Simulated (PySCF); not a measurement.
4-bromobenzaldehyde, C7H5BrO.
Z-matrix (Å and degrees, PBE0-D3(BJ)/def2-SVP geometry), rows numbered from 1:
```
O 
C   1  1.2050
C   2  1.4787  1  124.34
C   3  1.4005  2  119.81  1     0.02
C   4  1.3874  3  120.36  2   179.99
C   5  1.3985  4  119.10  3     0.01
Br  6  1.8821  5  119.33  4  -180.00
C   6  1.3953  5  121.35  4    -0.01
C   8  1.3913  6  118.91  5     0.00
H   2  1.1208  1  121.13  3   180.00
H   4  1.0926  3  118.36  2    -0.01
H   5  1.0912  4  120.96  3   180.00
H   8  1.0910  6  120.08  5  -180.00
H   9  1.0941  3  119.69  2    -0.01
```

Linear response at B3LYP/def2-SVPD (PySCF, frozen core in the response, non-relativistic). The structure is a single PBE0-D3(BJ)/def2-SVP conformer in the gas phase; no vibrational or solvent corrections. The B3LYP/def2-SVPD calculation is non-relativistic and has no spin–orbit coupling, an omission that weighs most on bromine.

Static isotropic polarisability: 111.77 au (16.56 Å³), principal values 62.0, 103.9, 169.4 au.

Task: What is the polarisability at 1064 nm and at the sodium D line?

Result: 113.76 au at 1064 nm (+1.8 %), 118.96 au at 589.3 nm (+6.4 %). The rise at 589.3 nm is 3.61 times that at 1064 nm; a pure ω² law gives 3.26. The lowest singlet lies at 339 nm, shorter than both wavelengths.

Task: What is the isotropic C6 coefficient between two such molecules, C6 = (3/π)∫α(iω)² dω?

Result: 4218 au (Eh·bohr⁶) by a ten-point quadrature over imaginary frequencies, which is 2520 eV·Å⁶ or 243 J·nm⁶/mol.

Task: Which effective excitation energy ω̄ makes London's formula C6 = (3/4)α²ω̄ exact here?

Result: ω̄ = 4·C6/(3α²) = 0.450 Eh = 12.2 eV. A one-pole form α(ω) = α/(1 − ω²/ω̄²) fitted to the 1064 nm value gives 8.8 eV.

Task: What n − 1 at the D line would an ideal gas of it have at 273.15 K and 1 atm (2.6868 × 10¹⁹ cm⁻³), by n − 1 = 2π·N·α′?

Result: 29.76 × 10⁻⁴, a formal value whether or not that pressure can be reached.

Task: The lowest 6 singlets have (eV, f): 3.66, 0.000; 4.63, 0.364; 4.71, 0.015; 5.24, 0.000; 5.40, 0.000; 5.62, 0.000. What share of the static polarisability do they carry in the sum over states α = Σ f/ω²?

Result: 13.09 au, 11.7 % of α; the largest term, 12.57 au, is that of the state at 4.63 eV. Their oscillator strengths add up to 0.38. Higher states carry the rest.

Task: What does −C6/R⁶ come to at R = 12 Å between centres?

Result: -81 J/mol. This is the leading, orientation-averaged term; C8 and higher terms are left out.

Rough CPU time on one thread of a shared machine: about 80 s. This is the whole response run at B3LYP/def2-SVPD, SCF included.
